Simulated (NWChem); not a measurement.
System: CNO anion

Here is an NWChem input.

```
start job
memory heap 200 mb stack 900 mb global 1100 mb
charge -1
geometry units angstroms noautoz
  N      0.000000     0.000000     1.261754
  C      0.000000     0.000000     0.070950
  O      0.000000     0.000000    -1.159397
end
basis spherical
  * library sto-3g
end
dft
  xc hfexch
  iterations 150
  mulliken
end
task dft energy
```

NWChem printed, in part:

```
             Northwest Computational Chemistry Package (NWChem) 7.3.0
             --------------------------------------------------------

 ORDER OF PRIMARY AXIS IS BEING SET TO 4
 C4V symmetry detected

                             Geometry "geometry" -> ""
                             -------------------------

 Output coordinates in angstroms (scale by  1.889725989 to convert to a.u.)

  No.       Tag          Charge          X              Y              Z
 ---- ---------------- ---------- -------------- -------------- --------------
    1 N                    7.0000     0.00000000     0.00000000     1.26257295
    2 C                    6.0000     0.00000000     0.00000000     0.07176895
    3 O                    8.0000     0.00000000     0.00000000    -1.15857805

 Effective nuclear repulsion energy (a.u.)      51.5488317420

      Symmetry information
      --------------------

 Group name             C4v
 Group number             18
 Group order               8
 No. of unique centers     3

  xc_inp: hfexch multiplicative factor not found.

                                 NWChem DFT Module
                                 -----------------

 Summary of "ao basis" -> "ao basis" (spherical)
 ------------------------------------------------------------------------------
       Tag                 Description            Shells   Functions and Types
 ---------------- ------------------------------  ------  ---------------------
 N                           sto-3g                  3        5   2s1p
 C                           sto-3g                  3        5   2s1p
 O                           sto-3g                  3        5   2s1p

      Symmetry analysis of basis
      --------------------------

        a1          9
        a2          0
        b1          0
        b2          0
        e           6

            General Information
            -------------------
          SCF calculation type: DFT
          Wavefunction type:  closed shell.
          No. of atoms     :     3
          No. of electrons :    22
           Alpha electrons :    11
            Beta electrons :    11
          Charge           :    -1
          Spin multiplicity:     1
          Use of symmetry is: on ; symmetry adaption is: on
          Maximum number of iterations: 150
          AO basis - number of functions:    15
                     number of shells:     9
          Convergence on energy requested:  1.00D-06
          Convergence on density requested:  1.00D-05
          Convergence on gradient requested:  5.00D-04

              XC Information
              --------------
                     Hartree-Fock (Exact) Exchange  1.000

      Superposition of Atomic Density Guess
      -------------------------------------

 Sum of atomic energies:        -164.57224943

 Renormalizing density from      21.00 to     22

      Non-variational initial energy
      ------------------------------

 Total energy =    -169.684084
 1-e energy   =    -345.466556
 2-e energy   =     124.233641
 HOMO         =       0.274715
 LUMO         =       0.812041

      Symmetry analysis of molecular orbitals - initial
      -------------------------------------------------

  Numbering of irreducible representations:

     1 a1          2 a2          3 b1          4 b2          5 e

  Orbital symmetries:

     1 a1          2 a1          3 a1          4 a1          5 a1
     6 a1          7 a1          8 e           9 e          10 e
    11 e          12 e          13 e          14 a1         15 a1

     ---------------------------------------------
      Total Density - Mulliken Population Analysis
     ---------------------------------------------

    Atom       Charge   Shell Charges
 -----------   ------   -------------------------------------------------------
    1 N    7     8.18   2.00  1.78  4.40
    2 C    6     5.18   2.00  1.05  2.13
    3 O    8     8.64   2.00  1.83  4.81

   convergence    iter        energy       DeltaE   RMS-Dens  Diis-err
 ---------------- ----- ----------------- --------- --------- ---------
 d= 0,ls=0.0,diis     1   -164.6641579731 -2.16D+02  8.80D-02  9.42D-01
 d= 0,ls=0.0,diis     2   -164.7210711086 -5.69D-02  4.42D-02  6.28D-01
 d= 0,ls=0.0,diis     3   -164.8021094596 -8.10D-02  7.89D-03  1.25D-02
 d= 0,ls=0.0,diis     4   -164.8043722243 -2.26D-03  3.63D-03  1.03D-03
 d= 0,ls=0.0,diis     5   -164.8046143270 -2.42D-04  1.22D-03  6.26D-05
  Resetting Diis
 d= 0,ls=0.0,diis     6   -164.8046334148 -1.91D-05  1.96D-04  2.10D-06
 d= 0,ls=0.0,diis     7   -164.8046339072 -4.92D-07  1.75D-05  2.81D-08
 d= 0,ls=0.0,diis     8   -164.8046339143 -7.15D-09  9.34D-06  4.08D-09

         Total DFT energy =     -164.804633914340
      One electron energy =     -337.433550486028
           Coulomb energy =      141.725719126722
    Exchange-Corr. energy =      -20.645634297000
 Nuclear repulsion energy =       51.548831741966

 Numeric. integr. density =        0.000000000000

                  Occupations of the irreducible representations
                  ----------------------------------------------

                     irrep           alpha         beta
                     --------     --------     --------
                     a1                7.0          7.0
                     a2                0.0          0.0
                     b1                0.0          0.0
                     b2                0.0          0.0
                     e                 4.0          4.0

                       DFT Final Molecular Orbital Analysis
                       ------------------------------------

 Vector    9  Occ=2.000000D+00  E=-1.008172D-01  Symmetry=a1
              MO Center= -1.3D-17, -1.8D-18,  9.6D-01, r^2= 1.6D+00
   Bfn.  Coefficient  Atom+Function         Bfn.  Coefficient  Atom+Function
  ----- ------------  ---------------      ----- ------------  ---------------
     2      0.647299  1 N  s                  5      0.603916  1 N  pz
    10     -0.395671  2 C  pz                15      0.325084  3 O  pz
    12     -0.213876  3 O  s                  7     -0.166222  2 C  s
     1     -0.120368  1 N  s                  6      0.051901  2 C  s
    11      0.035372  3 O  s

 Vector   10  Occ=2.000000D+00  E= 7.399217D-02  Symmetry=e
              MO Center= -5.2D-22,  2.9D-21,  2.2D-02, r^2= 1.9D+00
   Bfn.  Coefficient  Atom+Function         Bfn.  Coefficient  Atom+Function
  ----- ------------  ---------------      ----- ------------  ---------------
    14      0.715273  3 O  py                 4     -0.646337  1 N  py
     9     -0.189353  2 C  py                13     -0.127209  3 O  px
     3      0.114949  1 N  px                 8      0.033676  2 C  px

 Vector   11  Occ=2.000000D+00  E= 7.399217D-02  Symmetry=e
              MO Center=  3.7D-21,  6.5D-22,  2.2D-02, r^2= 1.9D+00
   Bfn.  Coefficient  Atom+Function         Bfn.  Coefficient  Atom+Function
  ----- ------------  ---------------      ----- ------------  ---------------
    13      0.715273  3 O  px                 3     -0.646337  1 N  px
     8     -0.189353  2 C  px                14      0.127209  3 O  py
     4     -0.114949  1 N  py                 9     -0.033676  2 C  py

 Vector   12  Occ=0.000000D+00  E= 7.554266D-01  Symmetry=e
              MO Center=  2.1D-22, -1.2D-21,  3.3D-01, r^2= 1.3D+00
   Bfn.  Coefficient  Atom+Function         Bfn.  Coefficient  Atom+Function
  ----- ------------  ---------------      ----- ------------  ---------------
     9      0.860851  2 C  py                 4     -0.711564  1 N  py
    14     -0.454682  3 O  py                 8     -0.144850  2 C  px
     3      0.119730  1 N  px                13      0.076506  3 O  px

 Vector   13  Occ=0.000000D+00  E= 7.554266D-01  Symmetry=e
              MO Center=  3.4D-21,  5.7D-22,  3.3D-01, r^2= 1.3D+00
   Bfn.  Coefficient  Atom+Function         Bfn.  Coefficient  Atom+Function
  ----- ------------  ---------------      ----- ------------  ---------------
     8      0.860851  2 C  px                 3     -0.711564  1 N  px
    13     -0.454682  3 O  px                 9      0.144850  2 C  py
     4     -0.119730  1 N  py                14     -0.076506  3 O  py

 Vector   14  Occ=0.000000D+00  E= 1.018942D+00  Symmetry=a1
              MO Center= -1.5D-17, -2.8D-18, -1.0D-01, r^2= 1.2D+00
   Bfn.  Coefficient  Atom+Function         Bfn.  Coefficient  Atom+Function
  ----- ------------  ---------------      ----- ------------  ---------------
     7      1.333641  2 C  s                 15     -0.775093  3 O  pz
     5      0.680484  1 N  pz                12     -0.571533  3 O  s
     2     -0.547916  1 N  s                  6     -0.192707  2 C  s
    10     -0.129228  2 C  pz                11      0.087698  3 O  s
     1      0.081978  1 N  s

     ---------------------------------------------
      Total Density - Mulliken Population Analysis
     ---------------------------------------------

    Atom       Charge   Shell Charges
 -----------   ------   -------------------------------------------------------
    1 N    7     7.56   2.00  1.76  3.79
    2 C    6     5.94   2.00  1.08  2.87
    3 O    8     8.50   2.00  1.86  4.64

     -------------------------------------------
      Total Density - Lowdin Population Analysis
     -------------------------------------------

    Atom       Charge   Shell Charges
 -----------   ------   -------------------------------------------------------
    1 N    7     7.55   2.00  1.65  3.90
    2 C    6     5.99   1.99  1.06  2.94
    3 O    8     8.46   2.00  1.76  4.70

     Multipole analysis of the density
     ---------------------------------

     L   x y z        total         alpha         beta         nuclear
     -   - - -        -----         -----         ----         -------
     0   0 0 0     -1.000000    -11.000000    -11.000000     21.000000

[...]
```

Level: Hartree-Fock/STO-3G. Sets without diffuse functions describe the anion's extra electron poorly. All runs use the structure optimised with B3LYP/def2-SVPD. The highest occupied level is positive, so the extra electron may be held by the finite basis.
